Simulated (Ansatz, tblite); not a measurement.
Removing and adding an electron: `c1cc2sc(-c3cc4sc(-c5cc6sc(-c7cc8sc(-c9cc%10sccc%10s9)cc8s7)cc6s5)cc4s3)cc2s1`. The state is a singlet with charge 0. Geometry: r2SCAN-D4/def2-SVP. Ansatz, gas phase; energy differences of separate SCF runs; the oxidised species was run as a doublet alone; the reduced species was run as a doublet alone.

The xTB rows come from tblite. Single mean-field runs in def2-SVP are fitted with def2-universal-jkfit.

```json
{"level": "PBE-D4/def2-SVP", "−HOMO (eV)": "4.43", "vertical IE (eV)": "5.69", "−LUMO (eV)": "2.90", "vertical EA (eV)": "1.74", "HOMO–LUMO gap (eV)": "1.53", "IE − EA (eV)": "3.95"}
{"level": "PBE0-D4/def2-SVP", "−HOMO (eV)": "5.19", "vertical IE (eV)": "6.06", "−LUMO (eV)": "2.47", "vertical EA (eV)": "1.68", "HOMO–LUMO gap (eV)": "2.72", "IE − EA (eV)": "4.38"}
{"level": "r2SCAN0-D4/def2-SVP", "−HOMO (eV)": "5.30", "vertical IE (eV)": "6.11", "−LUMO (eV)": "2.51", "vertical EA (eV)": "1.73", "HOMO–LUMO gap (eV)": "2.79", "IE − EA (eV)": "4.38"}
```

Question: Estimate the rows for GFN1-xTB, GFN2-xTB.

Answer: 
| level | −HOMO (eV) | vertical IE (eV) | −LUMO (eV) | vertical EA (eV) | HOMO–LUMO gap (eV) | IE − EA (eV) |
| --- | --- | --- | --- | --- | --- | --- |
| GFN1-xTB | 10.14 | 11.41 | 8.68 | 7.40 | 1.46 | 4.01 |
| GFN2-xTB | 9.78 | 10.99 | 8.34 | 7.15 | 1.44 | 3.84 |

Relaxing the oxidised species (r2SCAN-D4/def2-SVP) changes its energy by -0.08 eV at PBE-D4/def2-SVP, so the adiabatic ionisation energy to this nearest minimum is 5.61 eV. At PBE0-D4/def2-SVP it is 5.99 eV.   Raw xTB energy differences between charge states are shifted by several eV; the methods need an empirical correction for them. Sets without diffuse functions give affinities that are too small.
